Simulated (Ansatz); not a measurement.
BEt3 (C6H15B), relaxed as a singlet with RKS PBE-D4/def2-SVP in Ansatz, starting from the GFN2-xTB geometry. Force threshold 0.02 eV/Å.

Another isomer (singlet) lies 0.20 eV lower at PBE0-D4/def2-TZVP; other spin states weren't run for this one.

Start:

```xyz
22

B     0.063   -0.024    0.198
C    -0.978   -0.974    0.925
C    -1.856   -1.693   -0.112
C    -0.111    1.549    0.294
C     0.373    2.048    1.666
C     1.280   -0.657   -0.596
C     1.313   -0.284   -2.085
H    -1.637   -0.438    1.612
H    -0.464   -1.741    1.510
H    -2.561   -2.362    0.378
H    -2.421   -0.970   -0.697
H    -1.243   -2.277   -0.794
H    -1.161    1.834    0.191
H     0.443    2.093   -0.473
H     0.223    3.122    1.759
H    -0.170    1.554    2.468
H     1.433    1.838    1.794
H     1.306   -1.746   -0.518
H     2.210   -0.294   -0.147
H     2.180   -0.723   -2.574
H     0.418   -0.648   -2.585
H     1.358    0.794   -2.214
```

```
step  energy (eV)  largest force component (eV/Å)  SCF passes
   1   -7128.0760                           0.704          18
   2   -7128.2050                           0.281          18
   3   -7128.2166                           0.128          18
   4   -7128.2172                           0.074          19
   5   -7128.2177                           0.039          18
   6   -7128.2180                           0.032          19
   7   -7128.2187                           0.061          17
   8   -7128.2192                           0.070          17
   9   -7128.2202                           0.087          18
  10   -7128.2216                           0.166          18
  11   -7128.2239                           0.137          18
  12   -7128.2279                           0.234          18
  13   -7128.2295                           0.281          17
  14   -7128.2342                           0.229          18
  15   -7128.2389                           0.116          18
  16   -7128.2458                           0.126          17
  17   -7128.2500                           0.139          17
  18   -7128.2572                           0.124          18
  19   -7128.2618                           0.102          18
  20   -7128.2633                           0.191          18
  21   -7128.2649                           0.135          19
  22   -7128.2657                           0.024          19
  23   -7128.2659                           0.004          19
```

Force components are those of the run's own axes.

End:

```xyz
22

B    -0.060   -0.191    0.123
C    -0.904   -1.190    1.017
C    -2.131   -1.646    0.194
C    -0.446    1.344    0.101
C     0.433    2.054    1.160
C     1.178   -0.753   -0.684
C     1.830    0.116   -1.762
H    -1.263   -0.694    1.946
H    -0.320   -2.085    1.323
H    -2.782   -2.336    0.769
H    -2.760   -0.786   -0.118
H    -1.828   -2.180   -0.732
H    -1.515    1.506    0.357
H    -0.265    1.816   -0.889
H     0.205    3.138    1.225
H     0.279    1.627    2.173
H     1.515    1.960    0.928
H     0.910   -1.759   -1.085
H     1.922   -1.007    0.114
H     2.712   -0.371   -2.227
H     1.117    0.349   -2.581
H     2.173    1.089   -1.352
```

By distances, no bond broke or formed. The bond that changes most is C6–H19, from 1.09 to 1.12 Å (atoms count from 1).

No frequencies were taken in this run, so the end may be a saddle point.

Hardware: 4 threads of Arm Neoverse V1 on a shared host. Wall time 44 s.
